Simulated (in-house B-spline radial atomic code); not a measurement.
**Ge2+: [Ar] 3d10 4s2**

Level of theory: Dirac-Kohn-Sham LDA VWN5, spherical fractional occupations, Fermi nucleus of rms radius 4.0742 fm; calculated with a radial B-spline atomic code at the basis-set limit.

Z_r = [3n² - l(l+1)]/(2<r>); Z_e = n√(-2ε); the last column is Slater's effective charge. Values are occupation-weighted means over j.

| shell | electrons | ε (eV) | <r> (bohr) | Z_r | Z_e | Slater |
| --- | --- | --- | --- | --- | --- | --- |
| 1s | 2 | -10958 | 0.04706 | 31.87 | 28.38 | 31.70 |
| 2s | 2 | -1389 | 0.2102 | 28.55 | 20.21 | 27.85 |
| 2p | 6 | -1217.9 | 0.1838 | 27.20 | 18.92 | 27.85 |
| 3s | 2 | -187.76 | 0.6253 | 21.59 | 11.14 | 20.75 |
| 3p | 6 | -135.46 | 0.6475 | 19.30 | 9.47 | 20.75 |
| 3d | 10 | -49.548 | 0.7321 | 14.34 | 5.73 | 10.85 |
| 4s | 2 | -29.631 | 1.933 | 12.42 | 5.90 | 6.35 |

The least bound orbital is 4s1/2 at -29.63 eV, and it is also the most diffuse (<r> = 1.933 bohr).

Spin-orbit splittings of the orbital energies (j = l + 1/2 above j = l - 1/2 when positive): 2p 31.81 eV, 3p 4.291 eV, 3d 0.5896 eV.

For the 1s electron the small component carries 1.34 % of the norm, the zero-frequency Breit interaction raises the level by 16.13 eV, self-energy by 8.362 eV, and vacuum polarisation lowers it by 0.8063 eV.
